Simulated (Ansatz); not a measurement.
Cartesian coordinates in Å:
```
O -0.9511 1.1605 -0.0546
Sn 0.2551 -0.3933 -0.1587
H -0.9576 1.5776 0.8093
H -0.2557 -1.5536 0.9878
H 1.8465 0.1325 0.1767
H 0.0627 -0.9238 -1.7604
```

The species carries charge 0 and has multiplicity 1. Sn: def2 effective core potential.

Q: List the PBE0/def2-TZVPP orbital energies in eV (the Gaussian-basis code of Ansatz). (Best estimate.)

A: Ansatz gave: Occupied: -522.10, -140.18, -94.82, -94.79, -94.78, -29.10, -28.59, -28.58, -28.47, -28.47, -26.37, -14.87, -12.40, -9.77, -9.67, -8.96, -8.21. Lowest empty: -0.54, 0.45, 1.11, 1.28, 2.28, 2.70, 2.74, 3.99.
